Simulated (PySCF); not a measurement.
BClFHS, SMILES FB(Cl)S.

The structure is a stationary point at B3LYP-D3(BJ)/def2-SVP. The values are those of a single conformer.

All values below come from PySCF with PBE0/def2-TZVPD.

Symmetry labels are those of the subgroup Cs that the program uses (full group Cs).

List the valence orbital energies around the gap with their symmetry. (Estimate from the structure and the level; the computed values follow.)


```
orbital  symmetry  energy (eV)
-------  --------  -----------
HOMO−7         A'       -14.07
HOMO−6         A'       -13.75
HOMO−5         A"       -13.75
HOMO−4         A'       -11.59
HOMO−3         A"       -10.21
HOMO−2         A'       -10.16
HOMO−1         A'        -9.60
HOMO           A"        -8.42
LUMO           A"        -0.83
LUMO+1         A'        -0.34
LUMO+2         A'         0.30
LUMO+3         A'         0.64
```
